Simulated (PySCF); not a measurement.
A GIAO shielding run with PySCF 2.14 (density fitting, non-relativistic, gas phase) on `InChI=1S/C5H12N2OSi/c1-5(8-2,9-7)3-4-6/h3,7,9H2,1-2H3/t5-/m1/s1`:

```
$ OMP_NUM_THREADS=1 python probes_run.py task.json out

{"job": {"kind": "nmr", "xc": "PBE0", "basis": "pcSseg-1"}, "charge": 0, "multiplicity": 1}
C     -1.464804    -0.603274     1.935202
O     -0.216199    -0.611928     1.287159
C     -0.138125    -0.118067    -0.052663
C     -1.167070    -0.752631    -0.981031
C     -0.311171     1.416845    -0.066628
C     -0.114768     1.954212    -1.382315
N      0.022241     2.381900    -2.434587
Si     1.658224    -0.634960    -0.503565
N      2.604647     0.112605     0.722352
H     -2.187950    -1.261718     1.443801
H     -1.275897    -0.976480     2.941239
H     -1.888559     0.404375     2.008421
H     -2.180499    -0.411669    -0.763888
H     -0.933929    -0.484499    -2.008681
H     -1.135434    -1.836478    -0.891629
H      0.421736     1.864212     0.609641
H     -1.317685     1.699586     0.263582
H      2.075106    -0.046032    -1.772544
H      1.662402    -2.101725    -0.565703
H      3.604877    -0.001128     0.694496
H      2.273939     0.023796     1.671571
```

Hardware: 1 thread of an Arm Neoverse N1, shared host. The job also computes population analyses, field gradients.

(1) How large is the calculation?

(2) How long does it take, and how much memory does it need?

Answers

(1) 78 electrons, 220 basis functions and 1153 auxiliary functions.

(2) 82 s of wall time, with 15 SCF cycles and 5 response iterations; peak memory 0.9 GiB. Times on a shared host scatter by some tens of per cent.
